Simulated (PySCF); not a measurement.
# Radial density of Kr⁺ (krypton, charge +1)

MN15, [Ar] 3d10 4s2 4p5, 2P determinant. Calculation: PySCF 2.14, in def2-SVP; no relativity, point nucleus.

```json
{"r (bohr)": "0.000777", "4πr²ρ (e/bohr)": "0.2268", "4πr²(ρα − ρβ)": "0.0000"}
{"r (bohr)": "0.00131", "4πr²ρ (e/bohr)": "0.6268", "4πr²(ρα − ρβ)": "0.0000"}
{"r (bohr)": "0.00220", "4πr²ρ (e/bohr)": "1.675", "4πr²(ρα − ρβ)": "0.0000"}
{"r (bohr)": "0.00370", "4πr²ρ (e/bohr)": "4.231", "4πr²(ρα − ρβ)": "0.0000"}
{"r (bohr)": "0.00622", "4πr²ρ (e/bohr)": "10.01", "4πr²(ρα − ρβ)": "0.0000"}
{"r (bohr)": "0.0105", "4πr²ρ (e/bohr)": "20.87", "4πr²(ρα − ρβ)": "0.0002"}
{"r (bohr)": "0.0176", "4πr²ρ (e/bohr)": "35.68", "4πr²(ρα − ρβ)": "0.0014"}
{"r (bohr)": "0.0296", "4πr²ρ (e/bohr)": "44.15", "4πr²(ρα − ρβ)": "0.0073"}
{"r (bohr)": "0.0498", "4πr²ρ (e/bohr)": "38.24", "4πr²(ρα − ρβ)": "0.0271"}
{"r (bohr)": "0.0837", "4πr²ρ (e/bohr)": "41.31", "4πr²(ρα − ρβ)": "0.0563"}
{"r (bohr)": "0.141", "4πr²ρ (e/bohr)": "52.73", "4πr²(ρα − ρβ)": "0.0274"}
{"r (bohr)": "0.237", "4πr²ρ (e/bohr)": "32.32", "4πr²(ρα − ρβ)": "0.0042"}
{"r (bohr)": "0.398", "4πr²ρ (e/bohr)": "36.41", "4πr²(ρα − ρβ)": "0.1376"}
{"r (bohr)": "0.670", "4πr²ρ (e/bohr)": "21.51", "4πr²(ρα − ρβ)": "0.0023"}
{"r (bohr)": "1.13", "4πr²ρ (e/bohr)": "5.969", "4πr²(ρα − ρβ)": "0.4803"}
{"r (bohr)": "1.90", "4πr²ρ (e/bohr)": "3.833", "4πr²(ρα − ρβ)": "0.5534"}
{"r (bohr)": "3.19", "4πr²ρ (e/bohr)": "0.5318", "4πr²(ρα − ρβ)": "0.0856"}
{"r (bohr)": "5.36", "4πr²ρ (e/bohr)": "0.003846", "4πr²(ρα − ρβ)": "0.0006"}
```
